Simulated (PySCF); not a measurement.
**WH₃ at several levels of theory**

All levels use the PBE0 minimum (quartet; W–H 1.710 Å (×3); H–W–H 112.3° (×3)), basis [W def2-TZVP with ECP60, H def2-TZVP], scalar-relativistic core potentials, density fitting, no spin–orbit coupling, PySCF. For vertical energies the ionised species is a triplet (spins chosen at PBE0 and kept) and the electron-attached one a quintet. Atomisation goes to high-spin ground-configuration atoms, without zero-point energy. Open shells are unrestricted, also as the reference of the correlated levels. A dash marks a value that was not computed or is not defined at that level.

```xyz
4
charge 0 multiplicity 4, angstrom
W     0.0000    0.0000    0.0078
H     1.6402    0.0000   -0.4773
H    -0.8201    1.4204   -0.4773
H    -0.8201   -1.4204   -0.4773
```

```csv
level,atomisation (kJ/mol),vertical IP (eV),vertical EA (eV),−ε(HOMO) (eV),dipole (D)
PBE0,880,8.81,0.17,6.47,1.65
HF,625,8.36,-0.30,9.99,2.12
MP2,799,8.67,0.13,–,–
PBE,898,8.74,0.12,5.03,1.43
B3LYP,896,8.73,0.11,6.11,1.59
r2SCAN,897,8.87,0.18,5.51,1.56
TPSSh,939,8.77,0.10,5.72,1.63
M06,861,8.59,0.08,6.05,1.78
TPSS,946,8.73,0.08,5.16,1.55
```

Without diffuse functions attachment energies tend to come out too low.

Open d and f shells are described by one determinant, and the ground state may have another occupation or spin. Spin–orbit coupling, left out here, can matter for elements this heavy.
